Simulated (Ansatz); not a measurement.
Mulliken charges of `FC(F)[C@H]1O[C@@H]1F` from r2SCAN/def2-TZVPP in Ansatz (PBE0-D4/def2-TZVP geometry).

| atom | x (Å) | y (Å) | z (Å) | charge (e) |
| --- | --- | --- | --- | --- |
| F1 | -1.054 | -1.767 | 0.773 | -0.197 |
| C2 | -0.558 | -1.103 | -0.298 | 0.356 |
| F3 | -1.581 | -0.460 | -0.905 | -0.198 |
| C4 | 0.478 | -0.126 | 0.183 | 0.065 |
| O5 | 1.001 | 0.763 | -0.806 | -0.306 |
| C6 | 0.245 | 1.307 | 0.213 | 0.275 |
| F7 | 0.927 | 2.051 | 1.103 | -0.201 |
| H8 | -0.151 | -1.834 | -1.005 | 0.035 |
| H9 | 1.215 | -0.544 | 0.865 | 0.081 |
| H10 | -0.696 | 1.774 | -0.059 | 0.090 |

Q: By hand: the dipole of these point charges (1 e Å = 4.8032 D).

A: Σ q r = (-0.042, -0.197, 0.046) e Å, of length 0.207 e Å = 0.99 D.

Q: How does the dipole of the full density compare? (Best estimate.)

A: The calculation gave: (0.031, -0.184, -0.016) e Å, 0.90 D; the point charges give 1.10 times that, at 28° from its direction.

Point charges leave out the atoms' own dipoles, such as those of lone pairs, and Mulliken's split depends on the basis, so the two needn't agree.
